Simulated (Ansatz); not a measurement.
MF2 with several metals: BHLYP-D4/def2-TZVP single points in Ansatz on relaxed structures, gas phase. HOMO and LUMO are taken over both spins. Binding counts from free atoms in the multiplicity of their measured ground term, without zero-point energy. Singlets are spin-restricted. The structures are stationary points that may keep the symmetry of their start. Remarks come from the PBE and PBE0 runs and from stability tests at other levels; not every state was tested. HOMO above LUMO (over both spins in singlets and doublets, within one spin in higher multiplets; at PBE or PBE0), or a gap under 0.15 eV within one spin, warns that the state may not be the lowest or that an electron is smeared out.

Problem. Estimate the order by HOMO (eV), lowest first.
A. CuF2 (doublet)
B. CrF2 (quintet)
C. NiF2 (triplet)
D. CoF2 (quartet)

Solution. A (-12.18), C (-11.78), D (-11.42), B (-9.16).

In full:

```csv
species,atoms,state,geometry,HOMO (eV),LUMO (eV),gap (eV),binding per atom (eV),point group (within 0.1 Å),remarks
NiF2,3,triplet,PBE-D4/def2-TZVP,-11.78,-2.84,8.94,2.88,D∞h,–
CuF2,3,doublet,PBE-D4/def2-TZVP,-12.18,-3.98,8.20,2.40,D∞h,"near-degenerate levels, gap within one spin near zero"
CoF2,3,quartet,r2SCAN-D4/def2-TZVP,-11.42,-2.65,8.76,3.10,D∞h,–
CrF2,3,quintet,B3LYP-D4/def2-TZVP,-9.16,-1.86,7.30,3.08,C2v,–
```

The gap (eV) runs from 7.30 (CrF2) to 8.94 (NiF2).
